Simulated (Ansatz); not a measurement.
FGaH₄O₂Si (`[OH][Ga]([F])[O][SiH3]`), one more setting.

```yaml
crystal:
  periodic: [false, false, false]
  atoms:
    - {symbol: O, position_ang: [-2.341531, 1.494996, 0.865505]}
    - {symbol: Ga, position_ang: [-0.692072, 1.008883, 0.490694]}
    - {symbol: F, position_ang: [0.625127, 2.110476, 0.816806]}
    - {symbol: O, position_ang: [-0.330131, -0.555900, -0.203785]}
    - {symbol: Si, position_ang: [0.985467, -1.406460, -0.688801]}
    - {symbol: H, position_ang: [-2.391487, 2.377690, 1.241328]}
    - {symbol: H, position_ang: [1.721072, -0.677734, -1.756470]}
    - {symbol: H, position_ang: [0.513484, -2.710035, -1.217402]}
    - {symbol: H, position_ang: [1.910091, -1.641927, 0.452135]}
basis:
  gaussian: {orbitals: pcseg-2}
hamiltonian: {xc: {name: wB97M-V}}
output: {forces: true}
```

```sh
$ ansatz run in.yaml --threads 4 --pin off --events-out ev --progress --plain --max-ram 10444MiB
```

It prints (some lines left out):

```
Functional definition: wB97M-V
1317 factors; their error is unknown
286 factors; integrals over basis functions are off by at most 1.2e-5 eV
mean field evaluation 1: about -67124.7332 eV, gradient 7.7e1 eV
mean field evaluation 2: about -67120.0645 eV, gradient 9.6e1 eV
mean field evaluation 4: about -67134.0365 eV, gradient 3.6e0 eV
mean field evaluation 8: about -67134.0606 eV, gradient 1.1e-1 eV
mean field evaluation 16: about -67134.2451 eV, gradient 4.2e-4 eV
mean field -67134.24506761 eV, -2467.1380010090 hartree, gradient 8.2e-6 eV, S^2 0.000000; 0 other end points of the search recorded, 0 dependent functions left out
reference -67134.24514027 eV, -2467.1380036791 hartree; 37, 37 occupied and 186, 186 virtual orbitals, 1317 factors
Total energy: -67134.24514027 eV, -2467.1380036791 hartree
Atom 0 at    -2.341531     1.494996     0.865505 Å, force    -0.006540     0.114587     0.048575 eV/Å
Atom 1 at    -0.692072     1.008883     0.490694 Å, force    -0.034502    -0.024625    -0.006915 eV/Å
Atom 2 at     0.625127     2.110476     0.816806 Å, force     0.044652     0.024003     0.005789 eV/Å
Atom 3 at    -0.330131    -0.555900    -0.203785 Å, force     0.003935     0.007778     0.002845 eV/Å
Atom 4 at     0.985467    -1.406460    -0.688801 Å, force     0.165357    -0.170907    -0.087379 eV/Å
Atom 5 at    -2.391487     2.377690     1.241328 Å, force    -0.044946    -0.064674    -0.022662 eV/Å
Atom 6 at     1.721072    -0.677734    -1.756470 Å, force    -0.088847    -0.080358     0.129358 eV/Å
Atom 7 at     0.513484    -2.710035    -1.217402 Å, force     0.071397     0.160281     0.063671 eV/Å
Atom 8 at     1.910091    -1.641927     0.452135 Å, force    -0.110506     0.033916    -0.133281 eV/Å
Dipole moment:    -0.089199     0.111307     0.056088 e Å
```

Run time 7.5 s (4 threads of an Intel Xeon Platinum 8488C on a shared host); peak host memory 0.83 GiB.
